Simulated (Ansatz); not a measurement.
Geometry optimisation, RKS PBE0-D4/def2-SVP in Ansatz.

Input file:

```yaml
crystal:
  periodic: [false, false, false]
  atoms:
    - { symbol: Si, position_ang: [-1.212504, 0.449322, 0.137576] }
    - { symbol: "N", position_ang: [0.88865, -1.685396, 1.053558] }
    - { symbol: H, position_ang: [-1.097718, 0.395469, 1.621035] }
    - { symbol: H, position_ang: [-2.287311, 1.445685, -0.172405] }
    - { symbol: Cl, position_ang: [-1.974821, -1.350732, -0.597775] }
    - { symbol: H, position_ang: [1.340727, -1.141128, 0.322104] }
    - { symbol: Si, position_ang: [0.616183, 1.127946, -0.998342] }
    - { symbol: H, position_ang: [0.043075, -2.108897, 0.680988] }
    - { symbol: H, position_ang: [0.64454, -1.063027, 1.81734] }
    - { symbol: H, position_ang: [0.498588, 0.606931, -2.394517] }
    - { symbol: H, position_ang: [1.930329, 0.698563, -0.425682] }
    - { symbol: H, position_ang: [0.610261, 2.625163, -1.043879] }
basis:
  gaussian: { orbitals: def2-SVP }
hamiltonian:
  xc: pbe0
  dispersion: d4
relax:
  f_tol: 0.03
  max_steps: 50
output:
  orbitals: {}
```

Run as:

```bash
$ ansatz run input.yaml --threads 2 --pin off --max-ram 3072MiB --backend cpu --events-out ev --progress --plain --runs-dir out
```

Task: Where does it end, and by what steps?

Result: It converged. The force dipped under the threshold on the way, but the program's further checks kept it going. After 20 steps the energy has fallen by 0.164 eV; H10 moved furthest, 0.83 Å.

| step | energy less start (eV) | largest force component (eV/Å) | accepted |
| --- | --- | --- | --- |
| 0 | 0.0000 | 1.180 | yes |
| 1 | -0.1164 | 0.263 | yes |
| 2 | -0.1348 | 0.143 | yes |
| 3 | -0.1130 | 0.325 | no |
| 4 | -0.1460 | 0.061 | yes |
| 5 | -0.1468 | 0.030 | yes |
| 6 | -0.1474 | 0.040 | yes |
| 7 | -0.1488 | 0.066 | yes |
| 8 | -0.1497 | 0.130 | yes |
| 9 | -0.1515 | 0.091 | yes |
| 10 | -0.1556 | 0.045 | yes |
| 11 | -0.1571 | 0.196 | yes |
| 12 | -0.1599 | 0.105 | yes |
| 13 | -0.1620 | 0.013 | yes |
| 14 | -0.1628 | 0.047 | yes |
| 15 | -0.1632 | 0.035 | yes |
| 16 | -0.1636 | 0.054 | yes |
| 17 | -0.1638 | 0.052 | yes |
| 18 | -0.1639 | 0.040 | yes |
| 19 | -0.1639 | 0.040 | yes |
| 20 | -0.1640 | 0.027 | yes |

```xyz
12
Properties=species:S:1:pos:R:3
Si -1.352 0.539 -0.006
N 1.027 -1.851 1.386
H -1.142 0.484 1.469
H -2.504 1.445 -0.285
Cl -1.879 -1.361 -0.683
H 1.611 -1.285 0.773
Si 0.537 1.238 -1.201
H 0.226 -2.147 0.830
H 0.667 -1.227 2.106
H 0.176 1.332 -2.647
H 1.650 0.256 -1.033
H 0.982 2.578 -0.710
```

Run time: 48 s on 2 threads of AMD EPYC 7B13 (Zen 3) (shared host), peak memory 0.27 GiB.
